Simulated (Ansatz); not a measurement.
Al₆Cu₄. The state is a singlet with charge 0. Geometry PBE-D4/def2-SVP.

```xyz
10

Cu    2.3949   -0.3039    0.7960
Cu    1.1694   -1.1692   -1.2625
Cu   -1.4226   -1.0051    1.7111
Cu   -0.6306    0.3959   -1.9660
Al   -1.2454   -1.5698   -0.6939
Al    0.4255    0.5782    2.0782
Al   -0.9335    2.9543   -1.5367
Al   -1.5731    0.9510    0.3788
Al    0.7147   -1.9943    1.0080
Al    1.1008    1.1629   -0.5130
```

The restricted singlet is unstable towards broken spin symmetry in Hartree–Fock (as tested in another run); at HF/STO-3G, HF/def2-TZVP, PBE-D4/def2-TZVP, r2SCAN-D4/def2-TZVP and others this wasn't settled. Another isomer (singlet) lies 0.05 eV lower at PBE0-D4/def2-TZVP; other spin states weren't run for this one.

**Question.** Estimate the orbital energies around the gap (eV) in Ansatz with HF/STO-3G, HF/def2-TZVP, PBE-D4/def2-TZVP, r2SCAN-D4/def2-TZVP, PBE0-D4/def2-TZVP.

**Answer.** 
```tsv
orbital	HF/STO-3G	HF/def2-TZVP	PBE-D4/def2-TZVP	r2SCAN-D4/def2-TZVP	PBE0-D4/def2-TZVP
HOMO−5	-6.06	-7.42	-5.76	-5.88	-6.42
HOMO−4	-4.26	-7.25	-5.49	-5.59	-6.14
HOMO−3	-4.11	-6.85	-5.39	-5.50	-6.02
HOMO−2	-3.36	-6.71	-5.25	-5.36	-5.85
HOMO−1	-2.75	-6.39	-4.93	-5.02	-5.50
HOMO	-2.57	-5.84	-4.38	-4.47	-4.94
LUMO	2.20	-0.71	-3.61	-3.62	-3.08
LUMO+1	2.32	-0.34	-3.48	-3.48	-2.91
LUMO+2	2.87	-0.06	-3.05	-3.01	-2.48
LUMO+3	3.60	0.26	-2.84	-2.78	-2.24
LUMO+4	3.98	0.56	-2.55	-2.48	-1.92
LUMO+5	5.87	0.87	-2.35	-2.30	-1.70
```
